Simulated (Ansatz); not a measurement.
Species: CoI₂, net charge 0, quartet state. The spin state was set by rule; other spins were not relaxed. 
Geometry from a B3LYP-D3(BJ)/def2-TZVP (Ansatz, a program for electronic structure) optimisation:
```xyz
3

Co     0.0000     0.0000     0.0000
I      0.0000     0.0000    -2.4310
I      0.0000     0.0000     2.4310
```
Charge 0, spin multiplicity 4.

Wanted: atomisation energy (electronic, to ground-state atoms), in kcal/mol. Correlated levels leave the core frozen unless marked. UHF or UKS for open shells. Spin-orbit coupling is left out. The frozen core is the preceding noble-gas configuration, with the filled d and f shells of earlier blocks. Past Kr the def2 sets carry scalar-relativistic core potentials. The coupled-cluster limit lacks core correlation, which all-electron functionals hold. CBS(X,Y): correlation extrapolated as X^-3; Hartree-Fock from the larger set. [CCSD(T)-MP2]/basis is that difference in the basis named.

| level | program | atomisation energy (kcal/mol) |
|---|---|---|
| revPBE-D4/def2-TZVPD | Ansatz + dftd4 | 139.5 |
| r2SCAN0-D4/def2-TZVPD | Ansatz + dftd4 | … |
| HSE06/def2-TZVPD | Ansatz | 139.5 |
| LC-wPBE-D3(BJ)/def2-TZVPD | Ansatz + dftd3 | … |
| wB97M-V/def2-TZVPD | Ansatz | 133.9 |
| RI-MP2/CBS(def2-TZVPP,def2-QZVPP)+[CCSD(T)-MP2]/def2-TZVPP | Ansatz | … |

Q: Complete the blanks.

A: 
- r2SCAN0-D4/def2-TZVPD, atomisation energy (kcal/mol): 141.0
- LC-wPBE-D3(BJ)/def2-TZVPD, atomisation energy (kcal/mol): 132.1
- RI-MP2/CBS(def2-TZVPP,def2-QZVPP)+[CCSD(T)-MP2]/def2-TZVPP, atomisation energy (kcal/mol): 137.7
